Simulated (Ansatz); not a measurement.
Harmonic frequencies (cm⁻¹) at PBE0-D4/def2-TZVP from Ansatz: 27, 138, 149, 225, 228, 236, 381, 428, 469, 591, 754, 888, 919, 970, 979, 1101, 1175, 1213, 1336, 1394, 1412, 1469, 1486, 1487, 1499, 3007, 3007, 3034, 3066, 3066, 3089, 3091, 3862.

Each molecule was computed in one conformer, which needn't be the lowest.

(1) Which molecule is it?
A. `C[CH](C)[Sn][OH]`
B. `[CH3][Sn][SH]`
C. `[CH3][Sn][NH2]`
D. `[NH2][Sn][O][SiH3]`

Answers

(1) A.
